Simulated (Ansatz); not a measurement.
Born–Oppenheimer molecular dynamics of H6O3Si2 (11 atoms, charge 0, multiplicity 1). It starts from a relaxed structure.

All numbers below come from RKS PBE-D4/6-31G (Ansatz).

* ensemble: NVE (velocity Verlet)
* time step: 0.25 fs
* steps asked: 300
* starting velocities drawn for: 300 K
* seed: 354209

First frame:

```xyz
11
Properties=species:S:1:pos:R:3
Si -0.155 -0.285 0.025
O 0.192 -0.507 1.708
H -0.051 0.228 2.315
O 1.291 -0.142 -0.920
H 2.050 0.395 -0.599
O -1.054 1.209 0.070
H -1.325 1.668 -0.754
Si -1.260 -2.138 -0.893
H -2.577 -2.328 -0.176
H -1.535 -1.885 -2.359
H -0.412 -3.377 -0.741
```

Q: How far do the bonds stretch over the last three quarters of this one trajectory? (Pairs bonded in most of those frames.)

A: 
```csv
bond,mean (Å),spread (Å),shortest,longest
Si1–O2,1.729,0.037,1.68,1.79
Si1–O4,1.735,0.038,1.68,1.80
Si1–O6,1.746,0.019,1.72,1.77
Si1–Si8,2.332,0.030,2.30,2.38
O2–H3,0.983,0.018,0.95,1.02
O4–H5,0.985,0.017,0.96,1.01
O6–H7,0.983,0.013,0.96,1.00
Si8–H9,1.512,0.005,1.50,1.52
Si8–H10,1.521,0.059,1.44,1.60
Si8–H11,1.508,0.006,1.50,1.52
```

Mean temperature of the second half: 139 K. The conserved energy stayed within 0.038 meV per atom of its start (net change 0.026 meV per atom), so the integration is sound. Over the second half the temperature averaged 0.46 of the 300 K drawn at the start: a run that starts near a minimum puts about half its kinetic energy into the potential. A run of 0.075 ps of so small a system gives no equilibrium averages. Limits of this set-up: no polarisation functions.

Time of the run: 13 min on 1 thread of Arm Neoverse V2 (shared host), peak memory 0.11 GiB.
